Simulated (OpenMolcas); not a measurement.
An OpenMolcas run meant for Se (ANO-RCC-VQZP, DKH2; inactive shells 1s 2s 2p 3s 3p 3d; intended active space 6 electrons in 9 orbitals (RAS2 4s 4p; RAS3 4d, at most 2 electrons)). One step of its input:

```
&CASPT2
Multistate=3 1 2 3
Frozen=3 6
IPEA=0.25
Shift=1.5
MaxIter=60
WThr=0.0 0.3 0.05
PrWF=0.5
NoMix
```

The run finished. Its levels beside those of a sound run (SS-RASPT2, IPEA 0.25 Eh, imaginary shift 0.1 Eh (closed shells correlated: 3d)), in cm⁻¹ above each run's lowest level:

| Level | This run | Usual run |
| --- | --- | --- |
| 4s² 4p⁴ ³P₂ | 0.0 | 0.0 |
| 4s² 4p⁴ ³P₁ | 1811 | 1817 |
| 4s² 4p⁴ ³P₀ | 2375 | 2379 |
| 4s² 4p⁴ ¹D₂ | 9986 | 9635 |
| 4s² 4p⁴ ¹S₀ | 22672 | 22530 |

Problem. Which setting is unsound, and how much does it matter here?

Solution. The level shift is far above the usual 0.1 to 0.3 hartree and damps the second-order energy. Against the sound run the excited levels shown move by 130 cm-1 on average and by 350 cm-1 at most.

CASPT2 does not keep the components of a term degenerate, so their means are used; among the terms shown or strongly mixed into the levels shown the widest spread is 48 cm-1 (4s² 4p⁴ ¹D, the sound run). Active for correlation alone: 4d; no level in the range computed is led by a configuration that fills it, so any true level of that kind is missing. Levels of configurations outside the active space are missing.
